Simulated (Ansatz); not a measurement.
CH6O2SSi (`CS[SiH](O)O`). Total charge 0; spin multiplicity 1. All single points use the PBE0-D4/def2-TZVP geometry. It is one conformer, not always the lowest.

```xyz
11

C     0.410   -1.552    1.110
S     1.173    0.041    0.678
Si   -0.230    0.685   -0.782
O     0.412    2.012   -1.496
O    -1.695    1.079   -0.180
H     1.105   -2.067    1.772
H    -0.535   -1.402    1.630
H     0.251   -2.162    0.221
H    -0.515   -0.425   -1.718
H     1.350    1.999   -1.696
H    -1.727    1.791    0.462
```

**Question.** What is the dipole moment at r2SCAN/def2-TZVPP? (Estimate.)

**Answer.** Computed: 1.13 D, with components (0.63, -0.60, 0.73) D in this frame, pointing from negative to positive charge.

**Question.** And with PBE, B3LYP, ωB97M-V? (An estimate is asked.)

**Answer.** Computed: PBE 1.10 D, B3LYP 1.18 D, ωB97M-V 1.17 D.

**Question.** Give the Mulliken charges with r2SCAN, PBE, B3LYP in def2-TZVPP. (An estimate is asked.)

**Answer.** Ansatz gave: 
```csv
atom,r2SCAN,PBE,B3LYP
C1,-0.14,-0.26,-0.28
S2,-0.27,-0.24,-0.26
Si3,0.67,0.54,0.66
O4,-0.40,-0.34,-0.38
O5,-0.41,-0.35,-0.39
H6,0.08,0.12,0.12
H7,0.09,0.13,0.13
H8,0.09,0.12,0.12
H9,-0.11,-0.11,-0.11
H10,0.20,0.19,0.19
H11,0.21,0.19,0.19
```

B3LYP here is the variant with VWN-RPA as its local correlation; programs differ in this.
